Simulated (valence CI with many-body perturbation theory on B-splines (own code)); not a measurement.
# E1 line list for Sm12+

Method: valence CI with perturbative core correlation (CI+MBPT): four valence electrons over a frozen Dirac-Fock core [Kr] 4d10, radial functions for each j: 7 s, 7 p, 7 d, 7 f, 4 g, 2 h, with the one-electron correlation potential Σ1, the two-electron term Σ2, the three-electron term Σ3, Breit, model QED; selected CI, second order for the rest, scaled by the run's own slope (own B-spline code, finite nucleus).

No measured levels were compared; by estimate terms of the open shell hold to a few per cent of their energy, and close levels can change places; configurations with another count of f electrons can be misplaced by thousands of cm⁻¹.

Lines 201 to 250 of 530 in falling wavelength, among levels below 242520 cm⁻¹, chosen from the strongest by gf and those to the six lowest levels. Wavelengths and rates use the calculated energies, so an error of 2000 cm⁻¹ moves a line at 638.2 Å by 1.3 % and its rate by three times that or more. Electric multipoles are in the length gauge, E1 and E2 with the static RPA response of the core. Weak lines are less certain than strong ones. Lines between different terms over intervals too small for the method are left out, as are lines whose strength nearly cancels. Where a level lies close to another of its J and parity, the split of strength between their lines is uncertain.

Names give the largest LS component (configuration and term), which can be under half, so a name can repeat, a term be missing and a line seem to break the LS rules; names also repeat where a configuration has a term twice. Letters in brackets count levels of one name in rising energy.

| λ vac (Å) | Upper | Lower | A (s⁻¹) | log gf | Branch % |
| --- | --- | --- | --- | --- | --- |
| 638.2 | 4f2 5s 5p 5D°_1 [a] | 4f2 5s2 3P_2 | 1.16e+07 | -2.67 | 10.8 |
| 637.9 | 4f2 5s 5p 3F°_2 [b] | 4f2 5s2 3P_1 | 2.55e+07 | -2.11 | 24.1 |
| 637.7 | 4f2 5s 5p 5I°_4 | 4f2 5s2 3H_5 | 9.42e+06 | -2.29 | 10.6 |
| 636.6 | 4f2 5s 5p 3D°_3 | 4f2 5s2 3P_2 | 2.55e+07 | -1.96 | 5.1 |
| 636.5 | 4f2 5s 5p 5I°_5 | 4f2 5s2 3H_6 | 8.88e+06 | -2.23 | 7.1 |
| 636.2 | 4f3 5s 3G°_4 [c] | 4f2 5s2 3H_4 | 3.34e+04 | -4.74 | 5.2 |
| 635.4 | 4f2 5s 5p 5G°_4 [a] | 4f2 5s2 1G_4 | 1.16e+06 | -3.20 | 1.2 |
| 632.8 | 4f2 5s 5p 5D°_0 [a] | 4f2 5s2 3P_1 | 3.32e+07 | -2.70 | 100.0 |
| 632.5 | 4f3 5s 3G°_3 [c] | 4f2 5s2 3H_4 | 3.08e+05 | -3.89 | 43.4 |
| 631.4 | 4f2 5s 5p 5G°_2 [a] | 4f2 5s2 3F_3 | 1.93e+07 | -2.24 | 32.3 |
| 631.2 | 4f3 5s 3F°_3 [c] | 4f2 5s2 1D_2 | 6.38e+05 | -3.57 | 1.1 |
| 629.6 | 4f2 5s 5p 5H°_3 | 4f2 5s2 3F_4 | 7.82e+05 | -3.49 | 0.2 |
| 628.7 | 4f2 5s 5p 3H°_5 [b] | 4f2 5s2 1I_6 | 7.50e+05 | -3.31 | 0.1 |
| 627.6 | 4f2 5s 5p 5H°_3 | 4f2 5s2 3F_3 | 2.45e+05 | -3.99 | 0.1 |
| 627.3 | 4f2 5s 5p 5D°_1 [a] | 4f2 5s2 3P_1 | 1.08e+07 | -2.72 | 10.0 |
| 626.4 | 4f3 5s 3F°_2 [c] | 4f2 5s2 1D_2 | 1.15e+06 | -3.47 | 16.0 |
| 623.0 | 4f2 5s 5p 3F°_2 [a] | 4f2 5s2 1D_2 | 1.07e+07 | -2.51 | 2.6 |
| 621.3 | 4f2 5s 5p 5D°_1 [a] | 4f2 5s2 3P_0 | 2.97e+07 | -2.29 | 27.6 |
| 620.5 | 4f2 5s 5p 3F°_2 [c] | 4f2 5s2 3P_2 | 5.32e+06 | -2.81 | 1.6 |
| 619.1 | 4f2 5s 5p 5I°_4 | 4f2 5s2 3H_4 | 7.95e+07 | -1.39 | 89.3 |
| 619.1 | 4f2 5s 5p 5G°_3 [a] | 4f2 5s2 3F_4 | 3.12e+07 | -1.90 | 22.1 |
| 619.0 | 4f2 5s 5p 5G°_2 [a] | 4f2 5s2 3F_2 | 4.01e+07 | -1.94 | 67.1 |
| 618.0 | 4f2 5s 5p 5I°_5 | 4f2 5s2 3H_5 | 6.88e+06 | -2.36 | 5.5 |
| 617.9 | 4f2 5s 5p 5H°_4 [a] | 4f2 5s2 3F_3 | 1.94e+06 | -3.00 | 0.4 |
| 617.2 | 4f2 5s 5p 5G°_3 [a] | 4f2 5s2 3F_3 | 2.35e+05 | -4.03 | 0.2 |
| 615.7 | 4f2 5s 5p 3G°_3 [b] | 4f2 5s2 1D_2 | 3.92e+07 | -1.81 | 6.9 |
| 615.4 | 4f2 5s 5p 5H°_3 | 4f2 5s2 3F_2 | 3.26e+06 | -2.89 | 0.9 |
| 615.0 | 4f2 5s 5p 5H°_6 [a] | 4f2 5s2 3H_6 | 7.78e+06 | -2.24 | 5.8 |
| 614.5 | 4f2 5s 5p 3H°_5 [a] | 4f2 5s2 3F_4 | 2.99e+07 | -1.73 | 5.1 |
| 613.3 | 4f2 5s 5p 3P°_2 | 4f2 5s2 3P_2 | 7.10e+06 | -2.70 | 3.4 |
| 611.1 | 4f2 5s 5p 5G°_4 [a] | 4f2 5s2 3F_4 | 2.98e+06 | -2.82 | 3.2 |
| 610.5 | 4f2 5s 5p 5D°_3 [a] | 4f2 5s2 1G_4 | 1.49e+07 | -2.23 | 2.9 |
| 609.8 | 4f2 5s 5p 5G°_5 [a] | 4f2 5s2 1G_4 | 2.81e+06 | -2.76 | 0.5 |
| 609.3 | 4f2 5s 5p 5G°_4 [a] | 4f2 5s2 3F_3 | 7.52e+07 | -1.42 | 80.5 |
| 607.7 | 4f3 5s 1G°_4 [b] | 4f2 5s2 3H_4 | 1.20e+05 | -4.22 | 19.6 |
| 607.7 | 4f2 5s 5p 3S°_1 | 4f2 5s2 3P_2 | 1.71e+07 | -2.55 | 3.4 |
| 607.1 | 4f2 5s 5p 3F°_2 [b] | 4f2 5s2 1D_2 | 8.10e+06 | -2.65 | 7.7 |
| 605.5 | 4f2 5s 5p 3I°_6 [b] | 4f2 5s2 1I_6 | 1.20e+06 | -3.07 | 3.1 |
| 605.4 | 4f2 5s 5p 5G°_3 [a] | 4f2 5s2 3F_2 | 6.81e+07 | -1.58 | 48.3 |
| 603.6 | 4f2 5s 5p 3H°_5 [a] | 4f2 5s2 3H_6 | 3.02e+07 | -1.74 | 5.1 |
| 603.6 | 4f2 5s 5p 3F°_3 [a] | 4f2 5s2 3P_2 | 3.29e+07 | -1.90 | 3.6 |
| 603.2 | 4f2 5s 5p 3P°_2 | 4f2 5s2 3P_1 | 4.14e+07 | -1.95 | 20.0 |
| 602.4 | 4f3 5s 1F°_3 [b] | 4f2 5s2 1D_2 | 1.66e+06 | -3.20 | 44.2 |
| 602.4 | 4f2 5s 5p 5D°_4 | 4f2 5s2 1G_4 | 5.20e+07 | -1.59 | 12.2 |
| 600.5 | 4f2 5s 5p 5I°_5 | 4f2 5s2 3H_4 | 1.09e+08 | -1.19 | 86.9 |
| 599.0 | 4f2 5s 5p 5S°_2 | 4f2 5s2 3P_2 | 1.04e+08 | -1.55 | 25.6 |
| 597.8 | 4f2 5s 5p 3S°_1 | 4f2 5s2 3P_1 | 2.13e+08 | -1.47 | 42.6 |
| 597.6 | 4f2 5s 5p 5H°_6 [a] | 4f2 5s2 3H_5 | 1.25e+08 | -1.06 | 94.2 |
| 597.5 | 4f2 5s 5p 5D°_1 [a] | 4f2 5s2 1D_2 | 3.71e+07 | -2.23 | 34.5 |
| 596.8 | 4f2 5s 5p 3I°_5 [a] | 4f2 5s2 1G_4 | 3.47e+07 | -1.69 | 4.4 |

**Question.** How does gf follow from A for the line at 613.3 Å?

**Answer.** gf = 1.4992 × (2J+1)_upper × A / σ², with σ = 163050 cm⁻¹ and 2J+1 = 5: gf = 0.00200.
